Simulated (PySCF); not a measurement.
## Electron correlation in Se(2+) (selenium, charge +2)

[Ar] 3d10 4s1 4p3, high-spin 5S determinant (an excited configuration). Computed with PySCF 2.14 in x2c-TZVPPall (6s5p4d1f, 48 functions), with scalar relativity by spin-free X2C-1e. Frozen: [Ar] 3d10; 4 electrons correlated.

| level | correlation energy (mhartree) |
| --- | --- |
| CCSD | -25.69 |
| (T) | -0.24 |
| CCSD(T) | -25.93 |

Diagnostics: T1 = 0.00086, D1 = 0.0024, largest double amplitude 0.041.

Cost of the coupled-cluster step: roughly 0.28 core-seconds, for 4 correlated electrons.

Iterations:

```
CC2 = 0
CCSD nocc = (np.int64(4), np.int64(0)), nmo = (34, 34)
frozen orbitals [[0, 1, 2, 3, 4, 5, 6, 7, 8, 9, 10, 11, 12, 13], [0, 1, 2, 3, 4, 5, 6, 7, 8, 9, 10, 11, 12, 13]]
max_cycle = 100
direct = 0
conv_tol = 1e-08
conv_tol_normt = 1e-06
diis_space = 8
diis_start_cycle = 0
Init t2, MP2 energy = -0.0198319378507382
Init E_corr(UCCSD) = -0.0198319378507859
cycle = 1  E_corr(UCCSD) = -0.0242549170802044  dE = -0.00442297923  norm(t1,t2) = 0.0210387
cycle = 2  E_corr(UCCSD) = -0.0253193103703358  dE = -0.00106439329  norm(t1,t2) = 0.00562104
cycle = 3  E_corr(UCCSD) = -0.0256981232055323  dE = -0.000378812835  norm(t1,t2) = 0.00157852
cycle = 4  E_corr(UCCSD) = -0.0256949013274422  dE = 3.22187809e-06  norm(t1,t2) = 5.86257e-05
cycle = 5  E_corr(UCCSD) = -0.0256948291990952  dE = 7.21283471e-08  norm(t1,t2) = 4.85725e-06
cycle = 6  E_corr(UCCSD) = -0.0256948088182282  dE = 2.0380867e-08  norm(t1,t2) = 2.06157e-07
cycle = 7  E_corr(UCCSD) = -0.0256948116588781  dE = -2.84064992e-09  norm(t1,t2) = 2.3169e-08
UCCSD converged
E(UCCSD) = -2426.779312860061  E_corr = -0.02569481165887811
UCCSD(T) correction = -0.000240040631370093
```
